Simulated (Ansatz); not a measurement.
`F[SiH2]O[SiH3]` and `F[SiH2]OC[SiH3]` differ in one atom or group.

Ansatz, PBE0-D4/def2-TZVP geometries, multiplicity 1. Each molecule was computed in one conformer, which needn't be the lowest.

```csv
property,`F[SiH2]O[SiH3]`
LUMO energy (ωB97M-V/def2-TZVPP) / eV,1.65
size of the dipole moment (ωB97M-V/def2-TZVPP) / D,1.18
HOMO–LUMO gap (B3LYP/def2-TZVPP) / eV,8.55
LUMO energy (B3LYP/def2-TZVPP) / eV,-0.27
HOMO energy (PBE0/def2-TZVPP) / eV,-9.01
size of the dipole moment (PBE/def2-TZVPP) / D,1.12
```

(1) What does the change do to each property? (Best estimate.)

## Answers

(1) Ansatz gave: 
```json
{"property": "LUMO energy (ωB97M-V/def2-TZVPP) / eV", "`F[SiH2]OC[SiH3]`": "1.94", "shift": "0.29"}
{"property": "size of the dipole moment (ωB97M-V/def2-TZVPP) / D", "`F[SiH2]OC[SiH3]`": "1.24", "shift": "0.06"}
{"property": "HOMO–LUMO gap (B3LYP/def2-TZVPP) / eV", "`F[SiH2]OC[SiH3]`": "8.43", "shift": "-0.12"}
{"property": "LUMO energy (B3LYP/def2-TZVPP) / eV", "`F[SiH2]OC[SiH3]`": "0.14", "shift": "0.41"}
{"property": "HOMO energy (PBE0/def2-TZVPP) / eV", "`F[SiH2]OC[SiH3]`": "-8.51", "shift": "0.50"}
{"property": "size of the dipole moment (PBE/def2-TZVPP) / D", "`F[SiH2]OC[SiH3]`": "1.13", "shift": "0.01"}
```

With PBE0 the HOMO rises by 0.50 eV and the LUMO rises by 0.43 eV, so the gap narrows by about 0.07 eV. PBE moves the HOMO by 0.48 eV and ωB97M-V by 0.47 eV. Dipoles are sizes alone; their direction can turn.

B3LYP here is the variant with VWN-RPA as its local correlation; programs differ in this.
